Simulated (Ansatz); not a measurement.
`CC[O][GeH3]` and `CCO` differ in one atom or group.

Ansatz, PBE0-D4/def2-TZVP geometries, multiplicity 1. Each molecule was computed in one conformer, which needn't be the lowest.

Scalar relativity is left out up to krypton.

```
                                                                                  property  `CC[O][GeH3]`
                                                        HOMO energy (PBE0/def2-TZVPP) / eV          -7.69
                                                   HOMO–LUMO gap (ωB97M-V/def2-TZVPP) / eV          12.18
ideal-gas entropy at 298 K and 1 bar (rigid rotor, harmonic PBE0-D4/def2-TZVP) / J/(mol·K)            341
                                                      HOMO–LUMO gap (PBE0/def2-TZVPP) / eV           8.06
                                                     HOMO–LUMO gap (B3LYP/def2-TZVPP) / eV           7.58
                                                       HOMO energy (B3LYP/def2-TZVPP) / eV          -7.47
```

(1) What does the change do to each property? (An estimate is asked.)

Answers

(1) The calculation gave: 
```
                                                                                  property  `CCO`  shift
                                                        HOMO energy (PBE0/def2-TZVPP) / eV  -7.83  -0.14
                                                   HOMO–LUMO gap (ωB97M-V/def2-TZVPP) / eV  12.78   0.60
ideal-gas entropy at 298 K and 1 bar (rigid rotor, harmonic PBE0-D4/def2-TZVP) / J/(mol·K)    269    -72
                                                      HOMO–LUMO gap (PBE0/def2-TZVPP) / eV   8.90   0.84
                                                     HOMO–LUMO gap (B3LYP/def2-TZVPP) / eV   8.28   0.70
                                                       HOMO energy (B3LYP/def2-TZVPP) / eV  -7.60  -0.13
```

With PBE0 the HOMO falls by 0.14 eV and the LUMO rises by 0.69 eV, so the gap widens by about 0.83 eV. PBE moves the HOMO by 0.00 eV and ωB97M-V by -0.21 eV. The zero-point energy changes by -35.0 kJ/mol with -9 modes. Modes under 60 cm⁻¹, often nearly free rotors, make the harmonic entropy too high.

B3LYP here is the variant with VWN-RPA as its local correlation; programs differ in this.
